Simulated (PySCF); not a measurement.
F2H4OSi2. Atoms are numbered in the order given.

```xyz
9

Si    -1.5378    -0.3385    -0.3050
F     -1.8646     0.6038     0.9896
O      0.0000     0.0000    -0.8421
Si     1.5378     0.3385    -0.3050
F      1.8646    -0.6038     0.9896
H     -1.6314    -1.7648     0.1331
H     -2.4881     0.0137    -1.4016
H      2.4881    -0.0137    -1.4016
H      1.6314     1.7648     0.1331
```

The structure is a stationary point at PBE-D3(BJ)/def2-SVP. Other conformers were not sampled.

Level of theory: PBE-D3(BJ)/def2-SVP (PySCF).

Frequencies are harmonic and unscaled.

```csv
mode,ν (cm⁻¹),IR (km/mol),moving atoms (share of kinetic energy)
1,29,0.5,"F 78 %, H 10 %"
2,34,4.9,"O 35 %, Si 23 %, H 22 %, F 20 %"
3,63,1.3,"F 44 %, Si 28 %, H 17 %, O 11 %"
4,292,30.9,"F 40 %, O 31 %, Si 23 %"
5,338,3.0,"O 45 %, F 28 %, Si 20 %"
6,591,0.8,"Si 66 %, H 17 %, O 13 %"
7,680,123.5,"H 70 %, Si 19 %"
8,686,68.3,"H 69 %, Si 19 %"
9,703,0.9,H 95 %
10,709,0.8,H 95 %
11,842,53.3,"F 51 %, H 29 %, Si 18 %"
12,846,10.5,"F 49 %, H 34 %, Si 17 %"
13,901,494.6,"H 77 %, Si 17 %"
14,947,54.1,"H 90 %, Si 9 %"
15,948,140.1,"H 77 %, Si 17 %"
16,970,214.3,"H 57 %, Si 31 %, F 10 %"
17,1075,454.0,"O 76 %, Si 19 %"
18,2211,162.6,H 98 %
19,2214,3.1,H 97 %
20,2227,159.4,H 96 %
21,2228,125.3,H 96 %
```
